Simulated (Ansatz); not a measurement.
Cartesian coordinates (Å):
SMILES: C=BC=O
```xyz
7

C     -1.4281    -0.0941     0.1724
B     -0.0413     0.0276     0.1146
C      1.4654     0.1166    -0.1052
O      1.8187    -0.1668    -1.2562
H     -2.0340    -0.3927    -0.6867
H     -1.9931     0.1025     1.0870
H      2.2124     0.4068     0.6741
```
Charge 0, multiplicity 1.

Calculation: frozen-core CCSD(T)/cc-pVTZ // PBE-D3(BJ)/def2-TZVP in Ansatz (a first-principles code). The restricted HF reference is unstable towards unrestricted orbitals.

| Quantity | Value |
|---|---|
| HF energy | -177.00268 Ha |
| MP2 correlation energy | -0.63823 Ha |

Task: Estimate the CCSD correlation energy, the (T) correction, the total energy and the T1 diagnostic.

Result: 
```json
{
  "CCSD correlation energy": "-0.66004 Ha",
  "(T) correction": "-0.03205 Ha",
  "CCSD(T) total energy": "-177.69477 Ha",
  "T1 diagnostic": "0.019"
}
```
